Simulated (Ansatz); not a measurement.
System: BNH, charge 0, doublet. BNH (SMILES [B]=N, doublet).
B3LYP-D3(BJ)/def2-TZVP minimum from Ansatz (a first-principles code):
```
N
B 1 1.2337
H 1 0.9930 2 180.00
```
Charge 0, spin multiplicity 2.

Hartree-Fock and CCSD(T) correlation energies in hartree (Ansatz). Radicals and triplets start from unrestricted determinants; spin-orbit coupling is neglected. Cores are frozen in correlated methods. No relativity. The UHF reference of HBN ([B]=N, doublet) is spin-contaminated (<S^2> up to 0.10 over the pure value in the sets run).

| basis | X | E(HF) | E(corr, CCSD(T)) |
|---|---|---|---|
| cc-pVTZ | 3 | -79.67945 | -0.29225 |
| cc-pVQZ | 4 | -79.68557 | -0.30911 |
| cc-pV5Z | 5 | -79.68684 | withheld |

Question: Fit E(corr) = E∞ + A/X³ to X = 3 and 4, predict X = 5, and compare with the run.

Answer: A = (-0.29225 - (-0.30911))/(1/27 - 1/64) = 0.7874; E∞ = -0.30911 - A/64 = -0.32141; at X = 5, E∞ + A/125 = -0.31511. The run gave -0.31467, 0.44 mEh above the prediction. The same form on X = 4 and 5 gives E∞ = -0.32050, 0.91 mEh above the first estimate.
